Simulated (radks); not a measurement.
Polarisability of the palladium ion Pd+, [Kr] 4d9, at imaginary frequency. Calculated with a radial shooting solver on a logarithmic mesh with Libxc functionals: non-relativistic Kohn-Sham, PBE, spin-polarised, spherical densities, point nucleus; open shells are filled with parallel spins first (spin-orbit coupling, left out, can overturn this in heavy ions); relativity is left out, which matters for an element this heavy. Response by self-consistent Sternheimer equations with the Hartree and adiabatic LDA kernel.

| w (hartree) | alpha1(iw) (bohr^3) |
|---|---|
| 0.00266 | 11.71 |
| 0.0143 | 11.70 |
| 0.0360 | 11.65 |
| 0.0697 | 11.47 |
| 0.118 | 11.07 |
| 0.186 | 10.31 |
| 0.280 | 9.164 |
| 0.413 | 7.720 |
| 0.605 | 6.152 |
| 0.892 | 4.591 |
| 1.35 | 3.125 |
| 2.12 | 1.850 |
| 3.59 | 0.8841 |
| 6.94 | 0.3106 |
| 17.5 | 0.07007 |

Static values: alpha1 = 11.71 bohr^3 (1.736 angstrom^3; uncoupled 17.84). C6 = 70.69, triple-dipole C9 = 552.4 atomic units. One-pole (London) frequency 4 C6 / (3 alpha1^2) = 0.687 hartree, against 0.532 for minus the highest occupied eigenvalue.
